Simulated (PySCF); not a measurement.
# Radial density of Ni⁺ (nickel, charge +1)

PBE, [Ar] 3d9, 2D determinant. Computed with PySCF 2.14 in 6-31G* (5s4p2d1f, 34 functions), with no relativity, point nucleus.

```tsv
r (bohr)	4πr²ρ (e/bohr)	4πr²(ρα − ρβ)
0.00101	0.1768	0.0000
0.00170	0.4885	0.0000
0.00285	1.304	0.0000
0.00480	3.292	0.0000
0.00807	7.780	0.0000
0.0136	16.17	0.0000
0.0228	27.51	0.0001
0.0384	33.71	0.0002
0.0646	28.47	0.0009
0.109	29.43	0.0094
0.183	38.01	0.0890
0.307	20.65	0.3959
0.517	18.92	0.9148
0.869	16.42	0.8499
1.46	4.230	0.3181
2.46	0.3764	0.0349
4.14	0.0002088	0.0001
6.96	4.000e-05	0.0000
```
